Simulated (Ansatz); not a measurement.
A structure relaxed at PBE-D4/def2-SVPD in Ansatz, charge -1, doublet:

| atom | x (Å) | y (Å) | z (Å) |
| --- | --- | --- | --- |
| Ag1 | 0.385 | -0.646 | 1.912 |
| Ag2 | -1.583 | 0.281 | -2.367 |
| Ag3 | -1.712 | -0.830 | 0.146 |
| Ag4 | 0.556 | 0.560 | -0.717 |
| Se5 | 2.354 | 0.635 | 1.026 |

Give its formula and point group.

the cluster Ag4Se⁻. Point group Cs (tolerance 0.1 Å).

Summarise the bond lengths by kind (pairs closer than 1.2 times the sum of covalent radii, bridged metal pairs left out).

4 × Ag–Ag 2.72 to 2.80 Å; 2 × Ag–Se 2.51 Å.

In the def2 sets Ag takes a core potential; there is no spin–orbit coupling. The structure comes from a short search, and lower isomers may exist.
